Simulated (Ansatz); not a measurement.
Mulliken charges of CH6SeSi2, SMILES `C[SiH]1[SiH2][Se]1` from PBE/def2-TZVPP in Ansatz (PBE0-D4/def2-TZVP geometry).

```json
{"atom": "C1", "x (Å)": "-1.330", "y (Å)": "0.772", "z (Å)": "-0.795", "charge (e)": "-0.342"}
{"atom": "Si2", "x (Å)": "-0.418", "y (Å)": "-0.529", "z (Å)": "0.178", "charge (e)": "0.203"}
{"atom": "Si3", "x (Å)": "1.706", "y (Å)": "-0.284", "z (Å)": "0.903", "charge (e)": "0.133"}
{"atom": "Se4", "x (Å)": "1.280", "y (Å)": "-1.627", "z (Å)": "-0.911", "charge (e)": "-0.205"}
{"atom": "H5", "x (Å)": "-0.625", "y (Å)": "1.425", "z (Å)": "-1.312", "charge (e)": "0.117"}
{"atom": "H6", "x (Å)": "-1.949", "y (Å)": "1.379", "z (Å)": "-0.128", "charge (e)": "0.112"}
{"atom": "H7", "x (Å)": "-1.980", "y (Å)": "0.304", "z (Å)": "-1.537", "charge (e)": "0.114"}
{"atom": "H8", "x (Å)": "-1.336", "y (Å)": "-1.435", "z (Å)": "0.912", "charge (e)": "-0.052"}
{"atom": "H9", "x (Å)": "2.238", "y (Å)": "-0.989", "z (Å)": "2.095", "charge (e)": "-0.039"}
{"atom": "H10", "x (Å)": "2.497", "y (Å)": "0.933", "z (Å)": "0.599", "charge (e)": "-0.041"}
```

Problem. By hand: the dipole of these point charges (1 e Å = 4.8032 D).

Solution. Σ q r = (-0.303, 0.355, 0.118) e Å, of length 0.481 e Å = 2.31 D.

Problem. How does the dipole of the full density compare? (An estimate is asked.)

Solution. The calculation gave: (-0.251, 0.302, 0.093) e Å, 1.94 D; the point charges give 1.19 times that, at 1° from its direction.

Point charges leave out the atoms' own dipoles, such as those of lone pairs, and Mulliken's split depends on the basis, so the two needn't agree.
